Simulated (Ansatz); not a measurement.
Total energies of CH$_{4}$BNO, SMILES `BOC=N`.

```
atom   x (Å)   y (Å)   z (Å)
  B1  -1.474  -0.239  -0.041
  O2  -0.367  -0.106  -0.822
  C3   0.884   0.029  -0.319
  N4   1.117   0.725   0.696
  H5  -1.363  -0.431   1.131
  H6  -2.518  -0.197  -0.617
  H7   1.610  -0.503  -0.937
  H8   2.110   0.722   0.910
```

Charge 0, multiplicity 1. All single points use the PBE0-D4/def2-TZVP geometry. It is one conformer, not always the lowest. Basis def2-TZVPP, the Gaussian-basis code of Ansatz.

RPA on PBE orbitals: Hartree–Fock energy of these orbitals -194.24361 Eh, correlation -1.11871 Eh (frozen core).

```json
{"functional": "LDA (SPW92)", "kind": "LDA", "energy without D4 (Eh)": "-193.77996", "D4 term (kJ/mol)": "–"}
{"functional": "PBE", "kind": "GGA", "energy without D4 (Eh)": "-195.18228", "D4 term (kJ/mol)": "-10.8"}
{"functional": "revPBE", "kind": "GGA", "energy without D4 (Eh)": "-195.36328", "D4 term (kJ/mol)": "-39.2"}
{"functional": "BLYP", "kind": "GGA", "energy without D4 (Eh)": "-195.37030", "D4 term (kJ/mol)": "-24.8"}
{"functional": "r2SCAN", "kind": "meta-GGA", "energy without D4 (Eh)": "-195.31226", "D4 term (kJ/mol)": "-2.6"}
{"functional": "B97M-V", "kind": "meta-GGA with VV10", "energy without D4 (Eh)": "-195.40066", "D4 term (kJ/mol)": "–"}
{"functional": "B3LYP", "kind": "global hybrid, 20 %", "energy without D4 (Eh)": "-195.43458", "D4 term (kJ/mol)": "-17.4"}
{"functional": "r2SCANh", "kind": "meta-GGA hybrid, 10 %", "energy without D4 (Eh)": "-195.30144", "D4 term (kJ/mol)": "-2.7"}
{"functional": "r2SCAN0", "kind": "meta-GGA hybrid, 25 %", "energy without D4 (Eh)": "-195.28615", "D4 term (kJ/mol)": "-3.0"}
{"functional": "HSE06 (plane-wave form)", "kind": "screened hybrid", "energy without D4 (Eh)": "-195.18192", "D4 term (kJ/mol)": "-8.2"}
{"functional": "LC-ωPBE", "kind": "long-range corrected hybrid", "energy without D4 (Eh)": "-195.29119", "D4 term (kJ/mol)": "–"}
{"functional": "ωB97M-V", "kind": "range-separated hybrid meta-GGA with VV10", "energy without D4 (Eh)": "-195.35081", "D4 term (kJ/mol)": "–"}
{"functional": "B2PLYP", "kind": "double hybrid", "energy without D4 (Eh)": "-195.27352", "D4 term (kJ/mol)": "–"}
{"functional": "PBE-QIDH", "kind": "double hybrid", "energy without D4 (Eh)": "-195.16229", "D4 term (kJ/mol)": "–"}
```

Q: Give the same for PBE0, BHLYP, CAM-B3LYP, ωB97X-V. (An estimate is asked.)

A: The calculation gave: 
```csv
functional,kind,energy without D4 (Eh),D4 term (kJ/mol)
PBE0,"global hybrid, 25 % exact exchange",-195.19215,-8.9
BHLYP,"global hybrid, 50 %",-195.31967,-11.9
CAM-B3LYP,range-separated hybrid,-195.33938,-8.9
ωB97X-V,range-separated hybrid GGA with VV10,-195.36180,–
```

B3LYP takes the VWN-RPA correlation (the form of Gaussian; ORCA's B3LYP/G). HSE06 is the plane-wave form, built on full-range PBE exchange. The double hybrids freeze the cores in their second-order part.

LC-ωPBE has ω = 0.4 bohr⁻¹.
